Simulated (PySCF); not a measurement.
Species: MoMe4, C₄H₁₂Mo (triplet state).
Structure used (PBE0-D3(BJ)/def2-SVP), in Å, numbered top down from 1:
```xyz
17
C4H12Mo angstrom
Mo    -0.0015   -0.0064    0.0049
C     -0.0072   -0.0218    2.0908
H     -1.0443   -0.0093    2.4753
H      0.5189    0.8669    2.4870
H      0.4960   -0.9251    2.4828
C      1.9669    0.0114   -0.6825
H      1.9925    0.0259   -1.7881
H      2.5173   -0.8830   -0.3359
H      2.4976    0.9084   -0.3121
C     -0.9818    1.7047   -0.6755
H     -0.9866    1.7416   -1.7808
H     -0.4818    2.6170   -0.3004
H     -2.0311    1.7164   -0.3259
C     -0.9816   -1.7001   -0.7180
H     -2.0304   -1.7186   -0.3674
H     -0.4844   -2.6244   -0.3698
H     -0.9869   -1.7043   -1.8240
```

Method: PBE0-D3(BJ)/def2-SVP geometry optimisation, gas phase, def2 core potentials past Kr (PySCF).

Problem. Which atoms are bound to Mo1, and at what distances?

Solution. 4 atoms: C6 2.085 Å, C2 2.086 Å, C14 2.086 Å, C10 2.086 Å. The nearest atom not counted as bound is H9, at 2.68 Å (others tie with it).

Problem. List the angles at Mo1.

Solution. 
```
      angle  degrees  distance of the outer atoms (Å)
 C2–Mo1–C14    109.8                             3.41
 C6–Mo1–C14    109.6                             3.41
  C2–Mo1–C6    109.4                             3.40
C10–Mo1–C14    109.4                             3.41
 C2–Mo1–C10    109.3                             3.40
 C6–Mo1–C10    109.2                             3.40
```

Problem. What is the shape at Mo1?

Solution. Tetrahedral: angles from 109.2° to 109.8°; τ4 = (360° − α − β)/141° = 1.00 with α and β the two widest (0 for a square, 1 for a tetrahedron).

Problem. What are the other bond lengths?

Solution. C2–H3 and 11 like bonds 1.106 Å.

Charge 0, triplet. ⟨S²⟩ = 2.019 (exact for a triplet: 2.00). Stationary, but not proved a minimum.
